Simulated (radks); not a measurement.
Results of a calculation; reference values are marked as such.
Neutral silicon inside a hard spherical wall (all orbitals vanish at R), configuration held at [Ne] 3s2 3p2 and not refilled when levels cross. Code: a radial shooting solver on a logarithmic mesh with Libxc functionals. Model: scalar-relativistic Kohn-Sham, PBE, spin-polarised, spherical densities, finite nucleus; open shells are filled with parallel spins first; Fermi nuclear charge, rms radius 3.1224 fm. Eigenvalues in eV for spin up, with the zero of energy where the potential of the charges vanishes at infinity; a dash marks a level that is unbound or too diffuse for the functional's potential to be trusted. A positive occupied level is held by the wall or, in an anion where self-interaction has pushed it up, behind a barrier. The pressure on the wall is -dE/dV.

R (bohr)  E (hartree)  kinetic (hartree)    e(2s)    e(2p)    e(3s)   e(3p)  e(4s, empty)  e(4p, empty)  pressure (GPa)
free       -289.86592            290.587  -139.31  -95.394  -11.374  -4.621             -             -               0
12         -289.86589            290.588  -139.31  -95.390  -11.371  -4.618        -0.204         1.038        0.000483
8          -289.86336            290.608  -139.11  -95.193  -11.236  -4.471         1.640         4.107           0.107
7          -289.85780            290.644  -138.82  -94.900  -11.046  -4.248         3.240         6.385           0.452
4          -289.53049            292.049  -132.17  -88.227   -6.357   1.723        28.639        35.757            66.3
3          -288.48880            295.346  -122.21  -78.205    3.833  14.035        71.654        80.229             534
2.5        -286.87263            299.717  -112.79  -68.701   17.815  29.859        122.50        130.31            1820
1.5        -270.06808            338.683  -65.580  -19.178   149.39  159.75        489.56        466.20           47100
